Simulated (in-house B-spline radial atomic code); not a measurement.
Si²⁺. Computed with a B-spline radial atomic code. Model: all-electron spherical atom, spin shells full or empty, radial basis limit, no spin-orbit coupling, Breit or QED, empty-state partial waves extrapolated as (l+1/2)^-4, RPA, G0W0 and static COHSEX of the highest shell as one setting changes (uncorrelated shells keep exact exchange).

Given: element Si; charge 2; filled core Ne; hamiltonian non-relativistic; mean-field start r2SCAN; highest l of empty states 9; highest mean-field shell 3s.

Shell: 3s 1 1 (electrons up and down).

| lowest nl shells left uncorrelated | RPA correlation energy (hartree) | G0W0 level (eV) | G0W0 minus most complete (meV) | COHSEX level (eV) | removal by RPA minus most complete (meV) |
| --- | --- | --- | --- | --- | --- |
| 0 | -0.71269 | -33.771 | 0 | -35.979 | 0 |
| 1 | ? | ? | ? | ? | ? |
| 2 | ? | ? | ? | ? | ? |
| 3 | -0.087964 | -33.534 | 237.4 | -35.644 | -250.2 |

(1) What follows for lowest nl shells left uncorrelated = 2?

(2) What follows for lowest nl shells left uncorrelated = 1?

Results:

(1) RPA correlation energy -0.44314 hartree; G0W0 level -33.81 eV; G0W0 minus most complete -38.9 meV; COHSEX level -36.043 eV; removal by RPA minus most complete 26.5 meV.

(2) RPA correlation energy -0.58829 hartree; G0W0 level -33.768 eV; G0W0 minus most complete 2.8 meV; COHSEX level -35.972 eV; removal by RPA minus most complete 0 meV.
